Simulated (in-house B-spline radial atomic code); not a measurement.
## Ionising As⁴⁺ with different functionals

Computed with a B-spline radial code for spherical atoms: scalar-relativistic (spin-free X2C) Hamiltonian, Fermi nucleus of rms radius 4.0968 fm, spin-polarised at highest spin, spherical fractional occupations for the functionals, and exact exchange of hybrids averaged over the configuration. The ionisation energy is the difference of two self-consistent energies, [Ar] 3d10 4s1 → [Ar] 3d10, without Breit or QED terms; ε is the level of the shell that loses the electron (its least bound occupied spin orbital). There is no spin-orbit coupling in this Hamiltonian.

| method | rung | ΔSCF (eV) | -ε(4s) (eV) |
| --- | --- | --- | --- |
| PBE0 | global hybrid | 63.45 | 58.92 |
| B3LYP | global hybrid | 64.00 | 59.00 |
| TPSSh | global hybrid | 63.27 | 58.06 |
| BHandHLYP | global hybrid | 63.42 | 60.23 |
| r2SCAN0 | global hybrid | 63.16 | 59.24 |
| B97-1 | global hybrid | 63.11 | 58.34 |
| HSE06 | range-separated hybrid | ? | ? |
| wB97X | range-separated hybrid | 62.62 | 61.28 |
| CAM-B3LYP | range-separated hybrid | ? | ? |
| LC-wPBE | range-separated hybrid | 63.61 | 62.16 |

(1) What does HSE06 give?

(2) What does CAM-B3LYP give?

(3) Among the functionals, which spreads more, the ΔSCF values or the orbital energies?

(4) How do they compare with the NIST value?

## Answers

(1) ΔSCF 63.54 eV, and -ε(4s) = 58.66 eV.

(2) ΔSCF 63.99 eV, and -ε(4s) = 60.76 eV.

(3) The orbital energies: ΔSCF values span about 1.38 eV and the orbital energies 4.10 eV.

(4) NIST lists 62.77 eV ± 0.06 (measured, ground level to ground level). Errors run from -0.15 to +1.23 eV; wB97X is closest (-0.15 eV), but part of that can be cancellation, since the calculations leave out Breit-QED terms.
